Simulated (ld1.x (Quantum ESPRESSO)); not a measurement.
# An all-electron radial function and its pseudo partner (Li)

Columns: radius, all-electron u(r) and pseudo u(r) of the 2p shell (level -3.34 eV) of lithium in the configuration 1s2 2s0.5 2p0; PBE, scalar-relativistic, TM scheme, ld1.x (Quantum ESPRESSO) 7.5.

```
r (bohr)  all-electron  pseudo
   0.210        0.0212  0.0086
   0.420        0.0657  0.0336
   0.630        0.1182  0.0729
   0.840        0.1721  0.1232
   1.050        0.2240  0.1805
   1.260        0.2721  0.2402
   1.470        0.3154  0.2979
   1.680        0.3531  0.3500
   1.890        0.3852  0.3941
   2.100        0.4130  0.4288
   2.310        0.4371  0.4544
   2.520        0.4563  0.4716
   2.730        0.4705  0.4819
   2.940        0.4796  0.4868
   3.150        0.4837  0.4876
   3.360        0.4835  0.4850
   3.570        0.4793  0.4798
   3.780        0.4718  0.4719
   3.990        0.4617  0.4617
   4.200        0.4493  0.4493
   4.410        0.4353  0.4353
   4.620        0.4200  0.4200
   4.830        0.4038  0.4038
   5.040        0.3870  0.3870
   5.250        0.3697  0.3697
   5.460        0.3522  0.3522
```

Q: How many radial nodes do the two functions have?

A: The all-electron 2p function has n − l − 1 = 0; the pseudo-wave has 0.

Q: At about which radius was the pseudo-wave matched?

A: 4.20 bohr. The columns agree to 0.0005 from 3.78 bohr on; several derivatives are matched, so the curves merge somewhat inside the radius.

Q: Is the pseudo-wave norm-conserving?

A: Yes: the TM scheme keeps the norm inside the radius equal to the all-electron one, which fixes the energy derivative of the logarithmic derivative at the level.
